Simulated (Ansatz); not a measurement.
A nudged elastic band was laid between two geometries of BH3O2 + H2O + H2O (12 atoms, charge 0, multiplicity 1).

Computed with RKS BLYP-D4/def2-SVP (Ansatz 0.2.0).

| Quantity | Value |
| --- | --- |
| movable images | 9 |
| climbing image | yes |
| spring | 5.0 eV/Å² |
| optimiser | quadratic models (default) |
| start path | through a guess of the saddle point |
| force threshold | 0.05 eV/Å |
| iteration limit | 60 |
| end points | relaxed |

Image 0:

```xyz
12
Properties=species:S:1:pos:R:3
B -0.305 0.702 -0.880
H 0.713 1.359 -0.882
O -0.183 -0.656 -1.195
O -1.574 1.235 -0.952
H 0.474 -0.231 1.433
O -0.157 0.546 1.449
H 0.933 -1.473 -0.019
O 1.446 -1.574 0.825
H -1.066 -1.059 -1.322
H -1.579 2.187 -0.751
H -1.010 0.137 1.695
H 2.309 -1.173 0.599
```

Image 10:

```xyz
12
Properties=species:S:1:pos:R:3
B -1.069 0.398 -0.035
H 1.782 -1.999 -1.543
O -1.316 -0.693 -0.825
O -0.492 1.544 -0.560
H 0.959 0.012 1.526
O -1.387 0.368 1.312
H 1.724 -1.569 -0.906
O 1.674 -0.004 0.857
H -0.982 -0.574 -1.733
H -0.503 2.273 0.089
H -1.796 -0.484 1.555
H 1.406 0.728 0.263
```

Problem. What changes between the two ends?

Solution. Bonds broken: B1–H2, H5–O6, H7–O8. Bonds formed: B1–O6, H2–H7, H5–O8. BH3O2 + H2O + H2O becomes BH3O3 + H2 + H2O.

Problem. Give the energies along the band, and the barrier.

Solution. The run converged. The highest image is number 5 of 0 to 10, 0.88 eV above the first end and 1.63 eV above the last; the last end lies 0.75 eV below the first. Neighbouring images differ by up to 1.3 eV, so the band resolves the path poorly. A vibrational analysis at the climbing image gives one clearly imaginary mode, 1180i cm⁻¹: a first-order saddle point. The orbitals stay closed-shell, which can raise the energy where a bond breaks towards radicals; this wasn't checked here.

```
image  path coordinate (Å)  energy (eV)  B1–H2 (Å)  H5–O6 (Å)  H7–O8 (Å)
    0                 0.00         0.00       1.21       1.00       0.99
    1                 0.89         0.03       1.21       1.00       0.99
    2                 1.78         0.15       1.21       0.99       0.98
    3                 2.68         0.22       1.22       0.99       0.98
    4                 3.57         0.33       1.24       1.01       0.99
    5                 4.46         0.88       1.43       1.28       1.18
    6                 5.47        -0.46       2.33       1.82       1.99
    7                 6.48        -0.65       3.14       1.93       2.27
    8                 7.49        -0.68       3.46       1.94       2.30
    9                 8.49        -0.72       3.77       2.03       2.33
   10                 9.50        -0.75       4.02       2.38       2.36
```

Problem. What is the geometry of the highest image?

Solution. 
```xyz
12
Properties=species:S:1:pos:R:3
B -0.591 0.209 -0.503
H 0.759 -0.042 -0.920
O -1.400 -0.871 -0.917
O -0.951 1.484 -0.987
H 0.702 -0.464 1.210
O -0.423 0.129 1.035
H 1.395 -0.515 -0.172
O 1.745 -0.885 0.894
H -1.934 -0.610 -1.689
H -0.529 2.195 -0.473
H -1.175 -0.416 1.348
H 2.402 -0.213 1.173
```

The band took 16 iterations and of the order of 6 core-minutes.

Time of the run: 3.3 min on 2 threads of Arm Neoverse V2, on a shared host, peak memory 0.14 GiB.
